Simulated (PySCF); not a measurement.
C₅H₄F₂, SMILES C=C=C(F)/C=C\F.

The structure is a stationary point at PBE0-D3(BJ)/def2-SVP. The structure was generated by enumeration; whether it is a known compound was not checked. Other conformers were not sampled.

The numbers are results of PBE/def2-TZVP run with PySCF, not measurements.

Symmetry labels are those of the subgroup Cs that the program uses (full group Cs).

Computed valence orbital energies around the gap with their symmetry:
| orbital | symmetry | energy (eV) |
|---|---|---|
| HOMO−7 | A" | -11.27 |
| HOMO−6 | A" | -10.76 |
| HOMO−5 | A' | -10.73 |
| HOMO−4 | A' | -9.49 |
| HOMO−3 | A' | -8.81 |
| HOMO−2 | A" | -7.48 |
| HOMO−1 | A' | -7.09 |
| HOMO | A" | -5.54 |
| LUMO | A" | -1.86 |
| LUMO+1 | A' | -1.57 |
| LUMO+2 | A' | 0.86 |
| LUMO+3 | A" | 1.00 |
